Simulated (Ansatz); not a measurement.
`[CH3][Ge]1([CH3])[CH]=CC=[C]1[C]1=CC=[C]([C]2=CC=[CH][Ge]2([CH3])[CH3])[Ge]1([CH3])[CH3]` with charge -1. Charge -1, multiplicity 2. Geometry PBE-D4/def2-SVP; atoms count from 1.

```xyz
47

C    -4.5587    1.7910    0.8179
Ge   -4.2909   -0.1443    0.4774
C    -4.3041   -1.0734    2.2295
C    -5.4775   -0.9098   -0.8618
C    -4.6585   -1.3438   -1.8889
C    -3.2274   -1.1697   -1.7932
C    -2.7071   -0.5549   -0.6403
C    -1.3571   -0.2888   -0.3433
C    -0.8407    0.3307    0.8196
C     0.5616    0.5193    0.9502
C     1.4243    0.0851   -0.0841
C     2.8276    0.1891   -0.1246
C     3.6910   -0.2398   -1.1484
C     5.1106   -0.0305   -0.9785
C     5.5867    0.5776    0.1694
Ge    4.0184    0.9730    1.2517
C     3.9560    0.0378    2.9995
C     3.7035    2.9021    1.5872
Ge    0.2276   -0.6920   -1.4445
C     0.2632    0.2509   -3.1853
C     0.5173   -2.6241   -1.7666
H    -3.7325    2.1913    1.4398
H    -5.5199    1.9757    1.3404
H    -4.5671    2.3375   -0.1456
H    -3.4748   -0.7060    2.8672
H    -4.1677   -2.1613    2.0712
H    -5.2634   -0.9086    2.7622
H    -6.5720   -1.0176   -0.8836
H    -5.0689   -1.8279   -2.7968
H    -2.5727   -1.5161   -2.6134
H    -1.5135    0.6710    1.6296
H     0.9631    1.0040    1.8604
H     3.3101   -0.7257   -2.0650
H     5.7912   -0.3684   -1.7844
H     6.6564    0.7607    0.3493
H     4.1406   -1.0436    2.8460
H     2.9578    0.1594    3.4666
H     4.7251    0.4354    3.6933
H     3.7434    3.4548    0.6279
H     2.7027    3.0569    2.0386
H     4.4714    3.3194    2.2708
H     1.2435    0.1131   -3.6844
H    -0.5390   -0.1269   -3.8508
H     0.1018    1.3341   -3.0188
H    -0.2818   -3.0362   -2.4153
H     1.5008   -2.7967   -2.2486
H     0.4994   -3.1637   -0.7995
```

Single mean-field runs in def2-TZVP are fitted with def2-universal-jkfit. The relaxed charge -1 doublet is spin-contaminated (final ⟨S²⟩ up to 0.83, 0.75 for a pure state).

(1) Estimate the Mulliken populations of the heavy atoms from the PBE0/def2-TZVP orbitals of Ansatz.

(2) Where does the spin sit?

(3) And the Mayer bond orders between bonded heavy atoms (over 0.3)?

Answers

(1) 
| atom | charge (e) | spin (α − β) |
| --- | --- | --- |
| C1 | -0.51 | 0.01 |
| Ge2 | 0.46 | -0.01 |
| C3 | -0.51 | 0.01 |
| C4 | -0.40 | 0.29 |
| C5 | -0.11 | -0.12 |
| C6 | -0.17 | 0.29 |
| C7 | -0.10 | -0.10 |
| C8 | -0.05 | 0.12 |
| C9 | -0.16 | 0.04 |
| C10 | -0.16 | 0.04 |
| C11 | -0.05 | 0.12 |
| C12 | -0.10 | -0.10 |
| C13 | -0.17 | 0.29 |
| C14 | -0.11 | -0.12 |
| C15 | -0.40 | 0.29 |
| Ge16 | 0.46 | -0.01 |
| C17 | -0.51 | 0.01 |
| C18 | -0.51 | 0.01 |
| Ge19 | 0.32 | -0.01 |
| C20 | -0.50 | 0.01 |
| C21 | -0.50 | 0.01 |
Mulliken values and Mayer orders depend strongly on the basis.

(2) Summed by element: C 1.07, Ge -0.02, H -0.05, of 1 unpaired in all. Largest on single atoms: C4 0.29, C15 0.29, C6 0.29.

(3) C1–Ge2 0.89 (1.98 Å); Ge2–C3 0.89 (1.98 Å); Ge2–C4 0.95 (1.95 Å); Ge2–C7 0.94 (1.98 Å); C4–C5 1.69 (1.38 Å); C5–C6 1.22 (1.44 Å); C6–C7 1.48 (1.41 Å); C7–C8 1.34 (1.41 Å); C8–C9 1.41 (1.42 Å); C8–Ge19 0.97 (1.97 Å); C9–C10 1.37 (1.42 Å); C10–C11 1.41 (1.42 Å); C11–C12 1.34 (1.41 Å); C11–Ge19 0.97 (1.97 Å); C12–C13 1.48 (1.41 Å); C12–Ge16 0.94 (1.98 Å); C13–C14 1.22 (1.44 Å); C14–C15 1.69 (1.38 Å); C15–Ge16 0.95 (1.95 Å); Ge16–C17 0.89 (1.98 Å); Ge16–C18 0.89 (1.98 Å); Ge19–C20 0.88 (1.98 Å); Ge19–C21 0.88 (1.98 Å).
